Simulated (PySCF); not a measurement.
BrH, SMILES Br.

The structure is a stationary point at PBE-D3(BJ)/def2-TZVPD.

Computed with PBE-D3(BJ)/def2-TZVPD (PySCF).

Frequencies are harmonic and unscaled.

Computed vibrational spectrum:
| mode | ν (cm⁻¹) | IR (km/mol) | moving atoms (share of kinetic energy) |
|---|---|---|---|
| 1 | 2575 | 10.9 | H 99 % |
